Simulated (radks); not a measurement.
Values are calculated unless marked as measured or tabulated.
Problem. Numerical settings for the copper ion Cu2+, [Ar] 3d9. Code: a radial shooting solver on a logarithmic mesh with Libxc functionals. Model: scalar-relativistic Kohn-Sham, LDA (Slater exchange, Perdew-Wang correlation), spin-polarised, spherical densities, point nucleus; open shells are filled with parallel spins first. The defaults (mesh step 0.008 in ln r, mesh end at 40 bohr or more with all orbitals vanishing there, Anderson mixing 0.5 over 9 steps, residual threshold near 1e-9 with the energy settled to 1e-9 hartree or 1e-11 of itself, here a cap of 74 iterations) give E = -1651.1659 hartree and 3d at -29.461 eV in 15 iterations. Run on one thread of a shared host, so times are rough (Arm Neoverse N1): 0.19 s of CPU time, 0.19 s wall, 15 iterations on 2476 mesh points. One setting is changed at a time: mesh step in ln r 0.012; mesh step in ln r 0.003; mesh step in ln r 0.2; mesh end (bohr) 8; mesh end (bohr) 20; residual threshold 1e-13; residual threshold 0.1; mixing 0.01; linear mixing, mixing 0.05; linear mixing, mixing 1; mixing history 3; iteration cap 3. Which runs fail to converge, and which converge to a wrong energy?

Solution. Not converged within the cap: mesh step in ln r 0.2; linear mixing, mixing 0.05; linear mixing, mixing 1; iteration cap 3. No run marked as converged misses the energy by more than 1 mhartree.
